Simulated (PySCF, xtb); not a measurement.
(E)-1,2-dibromo-1-chloroethene (C₂HBr₂Cl), SMILES Cl/C(Br)=C\Br.

GFN2-xTB (xtb) at its own geometry gives an orbital gap of 3.67 eV and a dipole moment of 0.08 D.

Coordinates come from a PBE0-D3(BJ)/def2-SVP optimisation.

Q: What does CAM-B3LYP/def2-TZVP run with PySCF give? (The exact figures need the calculation; the answer reports its results.)

A: gap 8.65 eV (levels -8.50 and 0.15 eV), dipole 0.80 D.
